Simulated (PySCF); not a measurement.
**`[C@]12(CC)C[C@H]1C[C@H]2O`, C7H12O**

Molfile (atoms numbered from 1):
```
C7H12O
     RDKit          3D

 20 21  0  0  0  0  0  0  0  0999 V2000
    1.8159   -1.4207    0.6349 C   0  0  0  0  0  0  0  0  0  0  0  0
    1.1389   -0.1240    1.0768 C   0  0  0  0  0  0  0  0  0  0  0  0
    0.0707    0.2965    0.1085 C   0  0  2  0  0  0  0  0  0  0  0  0
    0.3143    1.1425   -1.1060 C   0  0  0  0  0  0  0  0  0  0  0  0
   -0.6546    1.6118   -0.0633 C   0  0  1  0  0  0  0  0  0  0  0  0
   -1.9810    0.8924   -0.2675 C   0  0  0  0  0  0  0  0  0  0  0  0
   -1.2500   -0.4582   -0.0978 C   0  0  1  0  0  0  0  0  0  0  0  0
   -1.3398   -1.2959   -1.2211 O   0  0  0  0  0  0  0  0  0  0  0  0
    1.0987   -2.2393    0.6184 H   0  0  0  0  0  0  0  0  0  0  0  0
    2.2383   -1.3074   -0.3611 H   0  0  0  0  0  0  0  0  0  0  0  0
    2.6167   -1.6863    1.3207 H   0  0  0  0  0  0  0  0  0  0  0  0
    0.6959   -0.2659    2.0673 H   0  0  0  0  0  0  0  0  0  0  0  0
    1.8843    0.6711    1.1547 H   0  0  0  0  0  0  0  0  0  0  0  0
    1.2651    1.6528   -1.1491 H   0  0  0  0  0  0  0  0  0  0  0  0
   -0.0611    0.8148   -2.0647 H   0  0  0  0  0  0  0  0  0  0  0  0
   -0.5337    2.5360    0.4764 H   0  0  0  0  0  0  0  0  0  0  0  0
   -2.7173    1.0808    0.5094 H   0  0  0  0  0  0  0  0  0  0  0  0
   -2.4364    1.0258   -1.2469 H   0  0  0  0  0  0  0  0  0  0  0  0
   -1.5640   -0.9969    0.8080 H   0  0  0  0  0  0  0  0  0  0  0  0
   -0.6060   -1.9192   -1.2007 H   0  0  0  0  0  0  0  0  0  0  0  0
  1  2  1  0
  3  2  1  1
  3  4  1  0
  4  5  1  0
  5  6  1  0
  6  7  1  0
  7  8  1  0
  5  3  1  0
  7  3  1  0
  1  9  1  0
  1 10  1  0
  1 11  1  0
  2 12  1  0
  2 13  1  0
  4 14  1  0
  4 15  1  0
  5 16  1  1
  6 17  1  0
  6 18  1  0
  7 19  1  1
  8 20  1  0
M  END
```

Computed with TDDFT B3LYP/def2-SVPD circular dichroism and optical rotation, one conformer, gas phase (PySCF 2.14.0). Geometry: GFN2-xTB.

The molecule is flexible and this is one conformer; a measurement averages over conformers. States above about 7.1 eV (minus the energy of the highest occupied orbital) lie near or above the ionisation threshold and depend on the basis.

What are the CIP labels of the stereocentres?

C3 S, C5 S, C7 R.

List the lowest 8 singlet excitations with oscillator and rotatory strengths.

Rotatory strengths R in 10⁻⁴⁰ esu² cm², velocity form and length form (origin at the centre of mass); f in length form.
| state | E (eV) | λ (nm) | f | R (velocity) | R (length) | main |
| --- | --- | --- | --- | --- | --- | --- |
| 1 | 6.38 | 194 | 0.008 | -8.7 | -8.7 | HOMO→LUMO 0.92 |
| 2 | 6.79 | 183 | 0.008 | +16.6 | +17.1 | HOMO−1→LUMO 0.72, HOMO→LUMO+1 0.19 |
| 3 | 6.92 | 179 | 0.025 | -0.3 | -0.5 | HOMO→LUMO+1 0.79, HOMO−1→LUMO 0.18 |
| 4 | 7.29 | 170 | 0.008 | +6.6 | +6.4 | HOMO→LUMO+2 0.75, HOMO−2→LUMO 0.12 |
| 5 | 7.33 | 169 | 0.030 | +5.9 | +5.5 | HOMO−1→LUMO+1 0.57, HOMO→LUMO+3 0.24 |
| 6 | 7.37 | 168 | 0.013 | +41.0 | +41.1 | HOMO→LUMO+3 0.71, HOMO−1→LUMO+1 0.14 |
| 7 | 7.44 | 167 | 0.004 | -2.7 | -2.7 | HOMO−2→LUMO 0.68, HOMO−1→LUMO+1 0.17 |
| 8 | 7.67 | 162 | 0.0003 | -3.6 | -3.6 | HOMO−3→LUMO 0.88 |

Among the states computed, the strongest CD band (largest |R|) is state 6. The largest dissymmetry factor in size, g = 4R/(D+G), with D and G the electric and magnetic dipole strengths, is -0.16 for state 8 (velocity form, f = 0.0003), among bands with |R| over 0.5. The mirror image has the same energies and oscillator strengths and all R with the opposite sign.
